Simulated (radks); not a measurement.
Species: the gallium ion Ga25+. Configuration: [He] 2s2 2p2. Calculated with a radial shooting solver on a logarithmic mesh with Libxc functionals: scalar-relativistic Kohn-Sham, LDA (Slater exchange, Perdew-Wang correlation), spin-unpolarised, spherical densities, finite nucleus; Fermi nuclear charge, rms radius 3.9973 fm.

Radial electron density D(r) = 4 pi r^2 rho(r):

```
   r/bohr * D(r) (the largest magnitude, 36.4, reaches the edge; | marks zero)
 0.003883 |    *
 0.004819 |      *
 0.005981 |          *
 0.007423 |              *
 0.009287 |                   *
  0.01153 |                          *
  0.01431 |                                  *
  0.01775 |                                         *
  0.02204 |                                                 *
  0.02757 |                                                     *
  0.03421 |                                                      *
  0.04246 |                                                  *
   0.0527 |                                          *
  0.06593 |                                *
  0.08183 |                          *
   0.1016 |                          *
    0.126 |                             *
   0.1564 |                                *
   0.1957 |                            *
   0.2429 |                   *
   0.3015 |         *
   0.3741 |  *
   0.4643 |*
   0.5809 *
    0.721 *
```

D(r) has 2 maxima, at r = 0.0316, 0.156 bohr, and minima at 0.0930 bohr, inside which lie 2.24 electrons.
